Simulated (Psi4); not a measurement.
# Nuclear repulsion and electron count by hand

System: C2H2F, doublet, at a GFN2-xTB geometry. Level: BLYP/STO-3G run with Psi4 1.11. Sums are taken with unrounded values, so a last digit can differ.

Coordinates (Å):

```
atom         x         y         z
----  --------  --------  --------
C1     0.01270   0.41172  -0.01137
C2     1.19873  -0.11100  -0.02785
F3    -1.19104  -0.12605   0.03401
H4     1.37986  -1.18519  -0.00370
H5     2.07095   0.51530  -0.06709
```

Work out the nuclear repulsion energy and the numbers of alpha and beta electrons.

In atomic units each pair adds Z_i Z_j / r_ij, with r in bohr (1 bohr = 0.529177 Å).
| pair | r (Å) | r (bohr) | Z_i Z_j | term (Eh) |
|---|---|---|---|---|
| C1-C2 | 1.2962 | 2.4495 | 36 | 14.6968 |
| C1-F3 | 1.3192 | 2.4929 | 54 | 21.6616 |
| C1-H4 | 2.1022 | 3.9726 | 6 | 1.5103 |
| C1-H5 | 2.0616 | 3.8959 | 6 | 1.5401 |
| C2-F3 | 2.3906 | 4.5176 | 54 | 11.9532 |
| C2-H4 | 1.0896 | 2.0591 | 6 | 2.9139 |
| C2-H5 | 1.0745 | 2.0305 | 6 | 2.9549 |
| F3-H4 | 2.7808 | 5.2549 | 9 | 1.7127 |
| F3-H5 | 3.3260 | 6.2852 | 9 | 1.4319 |
| H4-H5 | 1.8366 | 3.4708 | 1 | 0.2881 |
The sum is 60.6637 Eh; Psi4 gives 60.6637 Eh. The atomic numbers add up to 23, so at charge +0 there are 23 electrons; multiplicity 2 means 1 unpaired, so 12 alpha and 11 beta.
